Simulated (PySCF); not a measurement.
## Manganese: highly charged ions in a basis for the neutral atom

Mn⁹⁺ [Ne] 3s2 3p4, Mn¹⁰⁺ [Ne] 3s2 3p3. All numbers are calculated (PySCF 2.14, the non-relativistic Hamiltonian (point nucleus), in def2-SVP (5s3p2d1f, 31 functions)). No spin-orbit coupling, so a gap to NIST mixes the basis error with missing relativistic terms.

Changed run: basis of the neutral atom used for a highly charged ion. This setting is unsound on purpose.

| species | method | sound run (hartree) | changed run (hartree) | converged |
| --- | --- | --- | --- | --- |
| Mn⁹⁺ | UHF | not run | -1119.12756 | yes |
| Mn⁹⁺ | PBE0 | not run | -1119.58215 | yes |
| Mn⁹⁺ | r2SCAN | not run | -1119.76164 | yes |
| Mn¹⁰⁺ | UHF | not run | -1109.94681 | yes |
| Mn¹⁰⁺ | PBE0 | not run | -1110.33567 | yes |
| Mn¹⁰⁺ | r2SCAN | not run | -1110.51769 | yes |

Ionisation energy of Mn⁹⁺:

```tsv
method	changed run (eV)	NIST (eV)
UHF	249.82	248.6 ± 0.3
PBE0	251.61	248.6 ± 0.3
r2SCAN	251.54	248.6 ± 0.3
```

The contracted functions were made for the neutral atom and can be too rigid for a highly charged ion.
